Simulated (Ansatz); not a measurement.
`C=C[Si]([SiH3])(Br)Br`. The species carries charge 0 and has multiplicity 1.

```xyz
12

C    -0.2444    1.2132   -2.0462
C     0.4943    0.8801   -0.9928
Si   -0.1782    0.4197    0.6670
Si    0.1982   -1.7978    1.2934
Br   -2.3734    0.7828    0.7064
Br    0.8079    1.7151    2.1896
H     0.2053    1.4545   -3.0048
H    -1.3274    1.2642   -1.9906
H     1.5785    0.8492   -1.0943
H    -0.3158   -2.0031    2.6709
H    -0.5039   -2.7037    0.3471
H     1.6589   -2.0742    1.2543
```

Q: What are the harmonic wavenumbers in cm⁻¹ at PBE0-D4/def2-TZVP (Ansatz, finite differences of forces, unscaled)? (An estimate is asked.)

A: Ansatz gave: 63, 81, 95, 112, 123, 134, 176, 290, 351, 444, 472, 500, 537, 583, 709, 863, 930, 932, 1010, 1014, 1029, 1284, 1437, 1668, 2220, 2234, 2244, 3135, 3147, 3227.

Q: Is this a minimum?

A: Yes, all 30 modes are real.

Q: Give the ideal-gas thermochemistry at 298.15 K and 1 bar (rigid rotor, harmonic oscillator; point group C1, symmetry number 1).

A: Zero-point energy 185.7 kJ/mol; H(298) − E = 214.7 kJ/mol; entropy 434.1 J/(mol·K), of which translation 177.5, rotation 130.1, vibration 126.5; G(298) − E = 85.3 kJ/mol. Modes under 100 cm⁻¹ are hindered rotations or soft bends, so the harmonic entropy is rough.

Q: And at 400, 500, 600, 800 and 1000 K?

A: 
```tsv
T (K)	H − E (kJ/mol)	S (J/mol/K)	G − E (kJ/mol)
400	230.6	479.8	38.7
500	248.2	518.9	-11.3
600	267.2	553.5	-64.9
800	308.7	613.1	-181.8
1000	353.7	663.3	-309.5
```

Q: Rotational constants (cm⁻¹)?

A: 0.03276, 0.0216, 0.02017.
